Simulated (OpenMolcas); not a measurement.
**B I: the spin-orbit constant, thermal populations, worked from levels**

```json
{
  "Program": "OpenMolcas",
  "Basis": "ANO-RCC-VTZP [4s3p2d1f]",
  "Scalar Hamiltonian": "DKH2, point nucleus",
  "Active space": "3 electrons in 4 orbitals (2s 2p)",
  "State averaging": "2S+1 = 4 odd, 1 root (0 in the spin-orbit step); 2S+1 = 2 odd, 3 roots; 2S+1 = 4 even, 3 roots; 2S+1 = 2 even, 5 roots",
  "Spin-orbit coupling": "RASSI with atomic mean-field integrals over the reference wave functions, term energies averaged over their components"
}
```

Methods: CASSCF; SS-CASPT2, IPEA 0.25 Eh, imaginary shift 0.1 Eh (closed shells correlated: 1s). Measured levels: NIST Handbook of Basic Atomic Spectroscopic Data.

**The spin-orbit constant.** For the Hund term 2P* of p1, E(J) = (A/2) J(J+1) + constant and ζ = 2S·A = A. From J = 1/2 to J = 3/2 the energy changes by 1.5 A.

```tsv
Source	E(3/2) - E(1/2)	A	ζ
CASSCF	14.5	9.7	10
SS-CASPT2	14.5	9.7	10
measured	15.3	10.2	10
```

All in cm-1. SS-CASPT2 is off by -5.2 % and CASSCF by -5.2 %. Both methods take the spin-orbit matrix elements from the reference wave functions, so the second can move ζ only through the term energies and any multistate remixing.

**Thermal populations.** Z = Σ (2J + 1) exp(-E/kT) with k = 0.695035 cm-1/K, over the levels below. No other level of either list lies under 40000 cm-1, which is above 7 kT at each temperature.

```
         Level  2J + 1  SS-CASPT2  measured
2s2 2p 2P* 1/2       2        0.0       0.0
2s2 2p 2P* 3/2       4       14.5      15.3
 2s 2p2 4P 1/2       2      27187     28870
 2s 2p2 4P 3/2       4      27192     28875
 2s 2p2 4P 5/2       6      27201     28881
```

| T (K) | Z, SS-CASPT2 | Z, measured levels | Ground level (%), SS-CASPT2 | Ground level (%), measured levels |
| --- | --- | --- | --- | --- |
| 3000 | 5.972 | 5.971 | 33.5 | 33.5 |
| 5000 | 5.988 | 5.985 | 33.4 | 33.4 |
| 8000 | 6.080 | 6.056 | 32.9 | 33.0 |

At 8000 K, kT = 5560 cm-1, and the computed levels give Z = 2.000 + 3.990 + 0.015 + 0.030 + 0.045 = 6.080.

Without dynamic correlation excited terms often stand tens of per cent too high (terms of higher spin than the ground term too low), and those without a measured partner can miss by more than the paired ones (holds for CASSCF). Computed and measured levels are paired by configuration, term and J; levels that our copy of the source lacks, or whose pairing is in doubt (as where it misses far off the trend of its configuration), stay unpaired and out of the deviations. Levels of configurations outside the active space are missing.

* marks odd parity.
